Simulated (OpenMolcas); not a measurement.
## Li: from CASSCF to CASPT2

```json
{
  "Program": "OpenMolcas 26.06",
  "Basis": "ANO-RCC-VTZP [4s3p2d1f]",
  "Scalar Hamiltonian": "DKH2, point nucleus",
  "Active space": "1 electron in 4 orbitals (2s 2p)",
  "State averaging": "2S+1 = 2 even, 1 root; 2S+1 = 2 odd, 3 roots",
  "Spin-orbit coupling": "RASSI with atomic mean-field integrals over the reference wave functions, term energies averaged over their components"
}
```

Methods on the same reference wave functions:
A. CASSCF
B. SS-CASPT2, IPEA 0.25 Eh, imaginary shift 0.1 Eh (closed shells correlated: 1s)

Energies in cm⁻¹ above 2s ²S_1/2, the measured ground level; measured values from NIST Handbook of Basic Atomic Spectroscopic Data.

```tsv
Level	A	B	Measured
2s ²S_1/2	0.0	0.0	0.0
2p ²P°_1/2	14851	14869	14904
2p ²P°_3/2	14851	14869	14904
```

Deviations, from unrounded energies. A percentage is the sum of absolute deviations over the sum of measured energies, with the sign that they share, or ± where signs differ.

```json
{"Against measurement": "mean absolute deviation (cm-1)", "Levels": "2", "A": "53", "B": "35"}
{"Against measurement": "other configurations (%)", "Levels": "2", "A": "-0.4", "B": "-0.2"}
```

B lies closest to measurement on these levels. The largest miss of B in the table is 2p ²P°_3/2, by -35 cm-1. The ranking rests on the paired levels alone, and a cruder setting can come out closer through cancelling errors.

The lowest spin-free term lies below A's lowest term by 0.031 hartree in B.

ANO sets are built for ground and valence states and can reach diffuse excited orbitals poorly. With one active electron the reference holds no correlation, so core polarisation is missing (holds for A). With one active electron, CASPT2 adds the correlation within the correlated inactive shells and between them and that electron, and leaves the splitting within a term as the reference gives it (holds for B). Measured partners are found by configuration, term and J. A level has none where our copy of the source lacks it or the pairing is in doubt (some pairs that miss far off the trend of their configuration count as doubtful), and it then counts in no deviation. Only configurations of the active space appear.

° marks odd parity.
